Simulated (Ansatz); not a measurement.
ZnMeI (CH3IZn), relaxed as a singlet with RKS PBE0-D4/def2-TZVP in Ansatz, starting from the GFN2-xTB geometry. Force threshold 0.02 eV/Å.

In the def2 sets I takes a core potential; there is no spin–orbit coupling.

Start:

```xyz
6

Zn    0.247    0.865    0.652
C    -0.192   -0.681   -0.528
H    -0.173   -0.400   -1.575
H    -1.181   -1.071   -0.314
H     0.515   -1.492   -0.395
I     0.784    2.779    2.160
```

| step | energy (eV) | largest force component (eV/Å) | SCF passes |
| --- | --- | --- | --- |
| 1 | -57601.1932 | 0.597 | 18 |
| 2 | -57601.2372 | 0.527 | 21 |
| 3 | -57601.2428 | 0.079 | 22 |
| 4 | -57601.2430 | 0.023 | 23 |
| 5 | -57601.2430 | 0.000 | 23 |

Force components are those of the run's own axes.

End:

```xyz
6

Zn    0.2342    0.8283    0.6400
C    -0.1882   -0.6657   -0.5147
H    -0.1601   -0.3542   -1.5603
H    -1.1860   -1.0461   -0.2892
H     0.5345   -1.4706   -0.3695
I     0.7656    2.7083    2.0938
```

By distances, no bond broke or formed. The bond that changes most is Zn1–I6, from 2.49 to 2.44 Å (atoms count from 1).

No frequencies were taken in this run, so the end may be a saddle point.

Run time 6.5 s (4 threads of INTEL XEON PLATINUM 8581C on a shared host).
